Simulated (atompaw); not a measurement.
## Varying the PAW (atompaw) potential for promethium (Pm)

Base potential:

```
Element                 : promethium (Pm)
Generator               : atompaw 4.2.0.5
Type                    : PAW
Functional              : PBE
Relativity              : scalar-relativistic
Frozen core             : [Kr] 4d10
Valence charge          : 15
Reference configuration : 4f5 5s2 5p6 5d0 6s0 6p0 (charge +2)
Partial waves           : 5s (bound): rc 2.20 bohr; 6s (bound, empty): rc 1.85 bohr; 5p (bound): rc 2.20 bohr; 6p (bound, empty): rc 2.20 bohr; 5d (bound, empty): rc 2.05 bohr; 5d channel at 1.65 Ry: rc 2.20 bohr; 4f (bound): rc 1.05 bohr; 4f channel at -0.35 Ry: rc 1.05 bohr
Local potential         : bessel scheme, radius 2.00 bohr
Core correction         : smooth core density matched at 1.55 bohr
Augmentation charge     : sinc compensation charge, radius 1.85 bohr; PAW radius 2.20 bohr; waves and projectors: custom rrkj gramschmidtortho
```

All-electron outer shells of the reference configuration (PBE, scalar-relativistic, ld1.x):

| shell | level (eV) | outermost node (bohr) | outermost maximum (bohr) |
| --- | --- | --- | --- |
| 4p | -249.72 | 0.31 | 0.58 |
| 4d | -135.80 | 0.29 | 0.60 |
| 5s | -55.05 | 0.70 | 1.29 |
| 5p | -35.77 | 0.75 | 1.46 |
| 4f | -15.19 | – | 0.64 |
| 5d | -13.60 | 0.86 | 2.07 |
| 6s | -13.59 | 1.71 | 3.28 |
| 6p | -9.72 | 2.02 | 3.96 |

Cutoffs, loose and tight: the cutoffs (Ry, on a coarse ladder) from which the occupation-weighted sum of valence levels, in a spherical-Bessel basis at the reference potential, stays within 10 and 1 mRy of its value at 400 Ry. They see the waves, projectors and local potential, not the compensation charge or the core. A dash means not determined.

A true bound ghost makes a file unfit for plane-wave use even where its test errors are small: the radial tests pick states by their node count and pass the ghost by.

```tsv
change	outcome	cutoff, loose	cutoff, tight	bound ghosts
base	generated	160 Ry	260 Ry	none
reference 4f5 5s2 5p6 5d0 6s2 6p0	generated	160 Ry	260 Ry	none
local potential vpsmatchnc scheme with l = 4 at 0.5 Ry, radius 2.00 bohr	generated	160 Ry	260 Ry	s
wave 5d channel at 1.65 Ry: rc 2.20 bohr becomes 5d channel at 0.03 Ry: rc 2.20 bohr	failed: atompaw: The overlap operator has at least one negative eigenvalue!	–	–	–
augmentation sinc compensation charge, radius 1.42 bohr; PAW radius 2.20 bohr; waves and projectors: custom rrkj gramschmidtortho	generated	160 Ry	260 Ry	none
local potential bessel scheme, radius 1.02 bohr	generated	160 Ry	260 Ry	s
wave 5p (bound): rc 2.20 bohr becomes 5p (bound): rc 1.24 bohr	failed: atompaw: The overlap operator has at least one negative eigenvalue!	–	–	–
core [Xe], valence charge 7; reference 4f5 5d0 6s2 6p0; waves now 6s (bound): rc 3.00 bohr; 6s channel at 0.1 Ry: rc 3.00 bohr; 6p (bound): rc 3.00 bohr; 6p channel at 1.55 Ry: rc 3.00 bohr; 5d (bound): rc 3.00 bohr; 5d channel at 0.25 Ry: rc 3.00 bohr; 4f (bound): rc 1.05 bohr; 4f channel at 1.65 Ry: rc 1.05 bohr; local potential bessel scheme, radius 2.70 bohr; core correction smooth core density matched at 2.70 bohr; augmentation sinc compensation charge, radius 3.00 bohr; PAW radius 3.00 bohr; waves and projectors: custom rrkj gramschmidtortho	generated	160 Ry	260 Ry	p, s
```

(1) What comes out with this change to the base: all radii scaled by about 0.73 (s 1.60, p 1.60, d 1.50, f 0.76 bohr); local potential bessel scheme, radius 1.46 bohr; augmentation sinc compensation charge, radius 1.34 bohr; PAW radius 1.60 bohr; waves and projectors: custom rrkj gramschmidtortho; core correction smooth core density matched at 1.12 bohr?

(2) What comes out with this change to the base: augmentation sinc compensation charge, radius 1.85 bohr; PAW radius 2.20 bohr; waves and projectors: custom polynom vanderbiltortho?

Answers

(1) outcome: generated; cutoff, loose: 300 Ry; cutoff, tight: over 300 Ry; bound ghosts: none.

(2) outcome: generated; cutoff, loose: 180 Ry; cutoff, tight: 260 Ry; bound ghosts: none.
